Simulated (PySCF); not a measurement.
# Electron correlation in Ce²⁺ (cerium, charge +2)

[Xe] 4f2, one real determinant. Computed with PySCF 2.14 in cc-pVDZ-X2C (8s7p5d3f1g, 84 functions), with the spin-free X2C one-electron Hamiltonian (Gaussian nucleus). Frozen: [Ar] 3d10; 28 electrons correlated.

MP2 pair energies summed by pair of shells (mhartree):

```
 pair   energy  share (%)
4d-4d  -214.68       31.5
5p-5p  -121.44       17.8
4d-5p  -111.24       16.3
4f-5p   -47.57        7.0
4d-4f   -35.73        5.2
5s-5p   -34.34        5.0
4p-4d   -25.51        3.7
4d-5s   -24.74        3.6
4p-4p   -15.69        2.3
4f-5s    -8.45        1.2
4s-4d    -7.32        1.1
4p-4f    -7.16        1.1
4p-5p    -6.42        0.9
5s-5s    -6.17        0.9
4f-4f    -4.58        0.7
4p-5s    -4.37        0.6
4s-4p    -2.51        0.4
4s-4s    -1.26        0.2
4s-4f    -0.98        0.1
4s-5p    -0.83        0.1
4s-5s    -0.21        0.0
```

Total MP2 correlation energy: -681.19 mhartree.

Same-spin part -247.04 and opposite-spin part -434.15 mhartree; SCS-MP2 scales them by 1/3 and 6/5 to -603.32 mhartree.

The reference is one real determinant that mixes LS terms of this configuration.

This basis was not built for core-valence correlation, so the inner-shell part is incomplete.
